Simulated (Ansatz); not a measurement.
`BN(B)[SiH2]F` → 2 B• + F• + 6 H• + N• + Si•  (atomization)

Program: Ansatz. Geometries: PBE0-D4/def2-TZVP. ΔE: electronic, gas phase. CCSD(T)/CBS is the MP2 limit (def2-TZVPP, def2-QZVPP) plus CCSD(T) − MP2 in def2-TZVPP, frozen cores. This one scheme is used for every species, atoms too. For atomizations the MP2-based limit and the directly extrapolated one differ by several kJ/mol either way, and by 10 to 25 for some Ge, Se and Sn compounds, so smaller differences from it don't rank the levels. Functionals use def2-TZVPP. B3LYP here is the variant with VWN-RPA as its local correlation; programs differ in this. Open shells (•) are unrestricted, without spin–orbit coupling. Spin–orbit coupling would lower the free atoms: a little for B, F, Si. Each species was taken in one conformer, which may not be the lowest.

Problem. What is ΔE at CCSD(T)/CBS? (Estimate.)

Solution. Computed: +972.8 kcal/mol.

Problem. What do these levels give: B3LYP-D4, ωB97X-V, revPBE, CAM-B3LYP, HF/CBS(def2), CCSD/CBS(def2)? (An estimate is asked.)

Solution. The calculation gave: B3LYP-D4 979.2, ωB97X-V 979.5, revPBE 943.0, CAM-B3LYP 981.2, HF/CBS(def2) 754.1, CCSD/CBS(def2) 962.1 kcal/mol.

Largest T1 diagnostic among the species: 0.014.

From PBE to PBE0 (25 % exact exchange), in def2-TZVPP and without D4, ΔE moves by −9.8 kcal/mol: exact exchange takes away binding that semilocal exchange gives to molecules. The D4 term adds +8.4 kcal/mol with B3LYP and +4.4 kcal/mol with PBE0; it sums over pairs of atoms, weighted by their polarisabilities, and B3LYP, whose exchange is more repulsive, gets the larger term.
